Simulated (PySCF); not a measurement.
Magnetic shielding above rings: a mixed set.

NICS = −σ at a ghost point: NICS(0) at the centroid of the ring atoms, NICS(1) 1 Å to either side along the normal of their mean plane, zz for the tensor component along that normal. Level: GIAO PBE0/pcSseg-1 (PySCF, non-relativistic, gas phase) on the GFN2-xTB geometries, one conformer each. Atom numbers follow the mapped SMILES.

Question: Order these rings by mean NICS(1)zz, lowest (most negative) first (ppm).
A. ring C5–C6–C7–C8–C9–O10 in `[CH3:1][CH:2]([CH3:3])[O:4][C:5]1=[CH:6][CH2:7][CH:8]=[CH:9][O:10]1`
B. ring C5–C6–C8 in `[CH3:1][C@@H:2]([CH2:3][SiH3:4])[CH:5]1[C@H:6]([F:7])[C@H:8]1[F:9]`
C. ring C2–C3–C5–C6–C7 in `[SiH3:1][C@H:2]1[C@H:3]([Cl:4])[CH:5]=[CH:6][C@@H:7]1[Cl:8]`
D. ring C3–N4–N5–C6–O8 in `[CH2:1]=[CH:2][c:3]1[n:4][n:5][c:6]([Cl:7])[o:8]1`
E. ring C2–C3–C4–C5–C6–P7 in `[F:1][c:2]1[cH:3][cH:4][cH:5][cH:6][p:7]1`
F. ring C1–C2–C3–C4–S5 in `[cH:1]1[cH:2][c:3]2[c:4]([s:5]1)[SiH2:6][SiH2:7][O:8][SiH2:9]2`
G. ring C6–C7–C8 in `[CH3:1][CH2:2][P@@:3](=[O:4])([O-:5])[CH:6]1[CH2:7][CH2:8]1` (charge -1)

Answer: F (-27.7), E (-26.7), G (-25.3), D (-22.6), B (-15.5), C (-5.1), A (6.7).

```json
{"SMILES": "c1cc2c(s1)[SiH2][SiH2]O[SiH2]2", "ring": "5-membered ring with S; formal bonds all aromatic", "NICS(0)": "-12.1", "NICS(1)": "-11.7", "NICS(1)zz": "-27.7", "HOMA": "0.77", "rms pucker (Å)": "0.00", "ring atoms with four or more neighbours": "0"}
{"SMILES": "Fc1ccccp1", "ring": "6-membered ring with P; formal bonds all aromatic", "NICS(0)": "-8.9", "NICS(1)": "-10.8", "NICS(1)zz": "-26.7", "HOMA": "0.93", "rms pucker (Å)": "0.00", "ring atoms with four or more neighbours": "0"}
{"SMILES": "CC[P@@](=O)([O-])C1CC1", "ring": "3-membered carbocycle; formal bonds all single", "NICS(0)": "-44.6", "NICS(1)": "-9.5", "NICS(1)zz": "-25.3", "HOMA": "–", "rms pucker (Å)": "0.00", "ring atoms with four or more neighbours": "3"}
{"SMILES": "C=Cc1nnc(Cl)o1", "ring": "5-membered ring with 2 N and O; formal bonds all aromatic", "NICS(0)": "-8.5", "NICS(1)": "-9.2", "NICS(1)zz": "-22.6", "HOMA": "0.40", "rms pucker (Å)": "0.00", "ring atoms with four or more neighbours": "0"}
{"SMILES": "C[C@@H](C[SiH3])C1[C@H](F)[C@H]1F", "ring": "3-membered carbocycle; formal bonds all single", "NICS(0)": "-33.0", "NICS(1)": "-7.7", "NICS(1)zz": "-15.5", "HOMA": "–", "rms pucker (Å)": "0.00", "ring atoms with four or more neighbours": "3"}
{"SMILES": "[SiH3][C@H]1[C@H](Cl)C=C[C@@H]1Cl", "ring": "5-membered carbocycle; formal bonds 1 double, 4 single", "NICS(0)": "-2.6", "NICS(1)": "-3.8", "NICS(1)zz": "-5.1", "HOMA": "–", "rms pucker (Å)": "0.09", "ring atoms with four or more neighbours": "3"}
{"SMILES": "CC(C)OC1=CCC=CO1", "ring": "6-membered ring with O; formal bonds 2 double, 4 single", "NICS(0)": "1.8", "NICS(1)": "0.3", "NICS(1)zz": "6.7", "HOMA": "–", "rms pucker (Å)": "0.01", "ring atoms with four or more neighbours": "1"}
```

NICS(0) gives another order. The isotropic NICS(1) gives the same order. HOMA uses Krygowski's 1993 parameters; it is left out where a ring has a four-coordinate atom, a triple bond, no multiple bond or a kind of bond without parameters. NICS(1) and NICS(1)zz are means over the two faces.
